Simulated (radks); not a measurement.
Numerical settings for neutral selenium, [Ar] 3d10 4s2 4p4. Calculated with a radial shooting solver on a logarithmic mesh with Libxc functionals: scalar-relativistic Kohn-Sham, PBE, spin-polarised, spherical densities, point nucleus; open shells are filled with parallel spins first. The defaults (mesh step 0.008 in ln r, mesh end at 40 bohr or more with all orbitals vanishing there, Anderson mixing 0.5 over 9 steps, residual threshold near 1e-9 with the energy settled to 1e-9 hartree or 1e-11 of itself, here a cap of 82 iterations) give E = -2429.9911 hartree and 4p at -5.605 eV in 15 iterations. Times are rough (one thread of a shared host). Changes against that run (0 stands for a change within the tolerance of the run):

setting	iterations	converged	E (mhartree)	e(4p) (meV)	CPU (s)
mesh step in ln r 0.02	15	yes	0	0	0.08
mesh step in ln r 0.03	15	yes	+0.00029	0	0.05
mesh step in ln r 0.012	15	yes	0	0	0.12
mesh end (bohr) 2	14	level above zero	+9.8e+03	+7.1e+04	0.14
mesh end (bohr) 1	14	level above zero	+1.51e+05	+6.65e+05	0.13
residual threshold 1e-05	10	yes	0	0	0.13
residual threshold 0.01	10	yes	0	0	0.13
mixing 2.5	17	yes	0	0	0.2
linear mixing, mixing 0.2	82	no	0	0	0.75
linear mixing, mixing 0.05	82	no	+0.549	-60.7	0.9
mixing history 3	17	yes	0	0	0.19
iteration cap 3	3	no	+15.3	-442	0.05

Settled on a wrong energy, with an occupied level pushed above zero by the early mesh end: mesh end (bohr) 2 (+9.8 hartree); mesh end (bohr) 1 (+151 hartree). Apart from these: no run marked as converged misses the energy by more than 1 mhartree. A mesh that ends early acts as a hard wall.
